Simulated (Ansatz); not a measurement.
C₂H₇NSSi (`C=CN[SiH2]S`), relaxed with RKS PBE0-D4/def2-TZVP in Ansatz 0.2.0 from a PBE-D4/def2-SVP geometry. The force threshold is 0.005 eV/Å; the program also tests the step.

The species carries charge 0 and has multiplicity 1.

Start:

```xyz
12

C    -1.705    1.417    0.895
C    -0.522    0.970    0.419
N    -0.330    0.005   -0.569
Si    1.184   -0.781   -0.969
S     1.532   -2.712   -0.049
H    -1.729    2.206    1.658
H    -2.667    1.022    0.531
H     0.421    1.394    0.808
H    -1.200   -0.400   -0.933
H     2.244    0.208   -0.580
H     1.192   -1.114   -2.431
H     1.580   -2.215    1.220
```

(1) By how much does the energy fall, and how many steps does the optimiser take? (An estimate is asked.)

(2) Which bonds change most? (An estimate is asked.)

(3) Give the relaxed structure. (Estimate.)

Answers

(1) Ansatz gave: 1.58 kcal/mol, in 7 steps.

(2) Computed: N3–Si4 from 1.753 to 1.722 Å; Si4–S5 from 2.167 to 2.139 Å; C1–C2 from 1.351 to 1.331 Å; Si4–H10 from 1.501 to 1.482 Å.

(3) The calculation gave: 
```xyz
12

C    -1.672    1.393    0.887
C    -0.509    0.961    0.404
N    -0.331   -0.005   -0.572
Si    1.165   -0.763   -0.961
S     1.508   -2.665   -0.046
H    -1.694    2.173    1.634
H    -2.621    0.991    0.548
H     0.421    1.389    0.769
H    -1.191   -0.415   -0.907
H     2.208    0.209   -0.557
H     1.202   -1.084   -2.406
H     1.515   -2.184    1.208
```
